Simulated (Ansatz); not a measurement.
`B[SiH](F)[SiH2][SiH3]` + NH₃ → `B[SiH](N)F` + disilane at 400 K and 1 bar (cleavage of the Si–Si bond).

Calculated with Ansatz (gas phase, PBE0-D4/def2-TZVP geometries, no zero-point term in ΔE). CCSD(T)/CBS adds triple-zeta CCSD(T) − MP2 to the extrapolated MP2 energy (def2 sets, frozen cores). This one scheme is used for every species. One conformer a species, not always the lowest.

```tsv
species	CCSD(T)/CBS energy (Eh)	H − E (kJ/mol)	S (J/(mol·K))
`B[SiH](F)[SiH2][SiH3]`	-996.64863	239.3	467.5
NH₃	-56.50880	104.2	203.1
`B[SiH](N)F`	-471.43743	183.2	354.7
`[SiH3][SiH3]`	-581.74359	152.8	300.2
```

H − E and S are ideal-gas, rigid-rotor, harmonic terms from PBE0-D4/def2-TZVP, for one conformer and one mirror image of each species. 1 Eh = 2625.50 kJ/mol, R = 8.31446 J/(mol·K).

By hand: ΔE, ΔH, ΔS and ΔG.

ΔE = (-471.43743) + (-581.74359) − (-996.64863) − (-56.50880) = -0.02359 Eh = -61.9 kJ/mol. Δ(H − E) = 183.2 + 152.8 − 239.3 − 104.2 = -7.5, so ΔH = -69.4 kJ/mol. ΔS = 354.7 + 300.2 − 467.5 − 203.1 = -15.7 J/(mol·K). ΔG = -69.4 − 400 × (-15.7)/1000 = -63.1 kJ/mol.

By hand: the equilibrium constant, and the temperature at which ΔG would vanish if ΔH and ΔS stayed fixed.

log₁₀ K = −ΔG/(RT ln 10) = 8.2. ΔG = 0 at ΔH/ΔS = 4420 K, far beyond where these terms or the molecules hold.

ΔH outweighs TΔS. A doubt of 5 kJ/mol in ΔE shifts log₁₀ K by 0.7 here. Other conformers and mirror images would add mixing entropy, several J/(mol·K) or more a flexible species. Modes under 60 cm⁻¹, often nearly free rotors, make the harmonic entropy too high. These are equilibria of isolated gas molecules and say nothing of rates. Largest T1 diagnostic: 0.014 (customary marks: 0.02 for closed shells, 0.045 for open ones).
